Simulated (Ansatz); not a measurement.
Relaxation of C3H8SSi (13 atoms, charge 0, multiplicity 1), to a largest force component of 0.015 eV/Å in at most 40 steps.

Level of theory: Ansatz, RKS B3LYP/def2-SVP.

```xyz
13
Properties=species:S:1:pos:R:3
C -2.510 -0.146 1.290
S -1.162 -1.211 0.990
C -0.139 -0.159 0.086
C 1.161 -0.585 -0.331
Si 2.305 0.381 -1.293
H -3.328 -0.617 1.844
H -2.962 0.228 0.333
H -2.204 0.790 1.847
H -0.435 0.873 -0.060
H 1.417 -1.608 -0.101
H 3.566 0.484 -0.499
H 2.585 -0.249 -2.568
H 1.727 1.783 -1.524
```

Q: Where does it end, and by what steps?

A: It converged. After 7 steps the energy has fallen by 0.461 eV; H11 moved furthest, 0.13 Å.

| step | energy less start (eV) | largest force component (eV/Å) | accepted |
| --- | --- | --- | --- |
| 0 | 0.0000 | 4.604 | yes |
| 1 | -0.3302 | 1.629 | yes |
| 2 | -0.4216 | 1.194 | yes |
| 3 | -0.4505 | 0.253 | yes |
| 4 | -0.4577 | 0.091 | yes |
| 5 | -0.4612 | 0.018 | yes |
| 6 | -0.4613 | 0.021 | yes |
| 7 | -0.4614 | 0.005 | yes |

```xyz
13
Properties=species:S:1:pos:R:3
C -2.566 -0.054 1.277
S -1.198 -1.232 1.032
C -0.061 -0.246 0.119
C 1.141 -0.670 -0.319
Si 2.314 0.416 -1.282
H -3.333 -0.587 1.857
H -3.002 0.259 0.317
H -2.238 0.826 1.848
H -0.406 0.777 -0.078
H 1.440 -1.703 -0.096
H 3.619 0.579 -0.570
H 2.618 -0.162 -2.627
H 1.692 1.762 -1.464
```

Run time: 31 s on 2 threads of Arm Neoverse V1 (shared host), peak memory 0.28 GiB.
